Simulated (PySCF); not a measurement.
Molecule: SMILES C#CC#C[C-](C#N)C#N, [C$_{7}$HN$_{2}$]-.

Geometry (Å), atoms numbered from 1 in this order:
```xyz
10

C     3.6125   -0.3200    0.0607
C     2.4084   -0.2126    0.1273
C     1.0689   -0.0926    0.2005
C    -0.1457    0.0149    0.2675
C    -1.5244    0.1359    0.3436
C    -2.1473    1.3202   -0.0119
N    -2.6703    2.3114   -0.3097
C    -2.2992   -0.9254    0.7800
N    -2.9493   -1.8135    1.1449
H     4.6553   -0.4135    0.0034
```

Total charge -1.

Frames of a GFN2-xTB Langevin trajectory at 600 K; GIAO PBE0/pcSseg-1 shieldings in PySCF 2.14, gas phase, non-relativistic; equivalent atoms averaged within each frame.

Chemical shifts δ = σref − σ; ¹³C (186.93 ppm) and ¹H (31.72 ppm) against TMS; ¹⁵N (267.73 ppm) vs NH3, all at this level. The references are static minima.

Q: How do the shifts (ppm) fluctuate along the trajectory?

A: 
| time (fs) | C6/C8 | C4 | C3 | C1 | C2 | C5 | N7/N9 | H10 |
| --- | --- | --- | --- | --- | --- | --- | --- | --- |
| 250 | 133.4 | 93.9 | 92.4 | 82.5 | 79.0 | 14.1 | 319.5 | 3.04 |
| 425 | 135.0 | 97.9 | 92.8 | 78.9 | 83.9 | 18.1 | 337.2 | 1.10 |
| 625 | 133.4 | 102.1 | 101.4 | 86.6 | 83.6 | 32.2 | 339.0 | 3.32 |
| 800 | 131.5 | 109.1 | 103.5 | 81.1 | 85.8 | 21.0 | 324.6 | 2.42 |
| 1000 | 128.3 | 98.9 | 85.6 | 76.4 | 83.1 | 2.8 | 300.5 | 2.53 |
| mean of frames | 132.3 | 100.4 | 95.1 | 81.1 | 83.1 | 17.6 | 324.1 | 2.48 |
| standard deviation | 2.6 | 5.7 | 7.3 | 3.9 | 2.5 | 10.7 | 15.6 | 0.85 |

5 frames give an uncertainty of the mean of about the standard deviation over 2.2 at best, since frames this close in time may not be independent; classical motion lacks zero-point vibration, and the reference would need the same averaging.
